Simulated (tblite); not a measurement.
Species: C₆H₅NOS (charge -1 and doublet state).
Cartesian coordinates in Å at the GFN2-xTB level; atoms count from 1:
```
atom  x, y, z in Å
C1     1.838    0.510   -0.003
C2     0.537   -0.211    0.046
C3     0.224   -1.356    0.692
O4    -1.056   -1.746    0.525
C5    -1.672   -0.829   -0.311
S6    -3.207   -1.062   -0.919
C7    -0.718    0.306   -0.617
C8    -1.171    1.470    0.125
N9    -1.514    2.267    0.886
H10    2.195    0.605   -1.033
H11    2.589   -0.026    0.577
H12    1.736    1.520    0.404
H13    0.842   -1.993    1.299
H14   -0.624    0.544   -1.694
```

The geometry is computed with GFN2-xTB (gas phase). This method treats the open shell by occupation alone, without spin polarisation.

Take the most abundant isotopes and a rigid rotor. 

Question: What are A, B and C (cm⁻¹)?

Answer: Ia = 235.72, Ib = 426.58, Ic = 579.32 u·Å²; 505379 MHz·u·Å²/I gives 2144, 1185 and 872.4 MHz, that is A = 0.07152, B = 0.03952, C = 0.02910 cm⁻¹.

Question: What kind of rotor is it?

Answer: An asymmetric top: κ = (2 × 1185 − 2144 − 872.4)/(2144 − 872.4) = -0.51.

Question: Is it planar, by Δ = Ic − Ia − Ib?

Answer: Not planar: Δ = Ic − Ia − Ib = -82.98 u·Å². For a rigid frame Δ = −2 Σ m c², so Σ m c² = 41.49 u·Å² lies off the ab plane: 7.30 from hydrogen and 34.19 from heavier atoms. The atom farthest from that plane is 1.74 Å away.

Question: Give the other two planar moments, Paa and Pbb, and the rms extents of the mass along the axes.

Answer: Paa = Σ m a² = (Ib + Ic − Ia)/2 = 385.09 and Pbb = Σ m b² = (Ia + Ic − Ib)/2 = 194.23 u·Å². With the mass M = 139.01 u, the rms extents √(P/M) along a, b and c are 1.66, 1.18, 0.55 Å.

Question: Where do the levels up to J = 5 lie, in K?

Answer: Above 0(0,0), as E/k:
J = 1: 1(0,1) 0.099, 1(1,1) 0.145, 1(1,0) 0.160
J = 2: 2(0,2) 0.293, 2(1,2) 0.327, 2(1,1) 0.372, 2(2,1) 0.510, 2(2,0) 0.513
J = 3: 3(0,3) 0.578, 3(1,3) 0.599, 3(1,2) 0.689, 3(2,2) 0.806, 3(2,1) 0.821, 3(3,1) 1.076, 3(3,0) 1.076
J = 4: 4(0,4) 0.947, 4(1,4) 0.959, 4(1,3) 1.106, 4(2,3) 1.199, 4(2,2) 1.239, 4(3,2) 1.476, 4(3,1) 1.479, 4(4,1) 1.846, 4(4,0) 1.846
J = 5: 5(0,5) 1.399, 5(1,5) 1.405, 5(1,4) 1.619, 5(2,4) 1.686, 5(2,3) 1.767, 5(3,3) 1.977, 5(3,2) 1.987, 5(4,2) 2.347, 5(4,1) 2.347, 5(5,1) 2.822, 5(5,0) 2.822

Question: Estimate the classical rotational partition function at 100 K, 298.15 K and 500 K.

Answer: Point group C1, symmetry number σ = 1; q = (√π/σ)·√((kT/h)³/(ABC)), k/h = 20836.6 MHz/K: 113000 at 100 K, 583000 at 298.15 K, 1270000 at 500 K.

For this open shell read J as N, the rotation without spin; fine and hyperfine splittings come on top. Its GFN2-xTB frequencies are all real (lowest 66 cm⁻¹). Whether the extra electron is bound in the gas phase wasn't checked; a finite basis holds it in any case. Zero-point vibration and centrifugal distortion are left out.

Hardware: an Arm Neoverse V2 with one thread, no GPU, shared host. Cost: 0.61 s wall. This is the geometry optimisation.
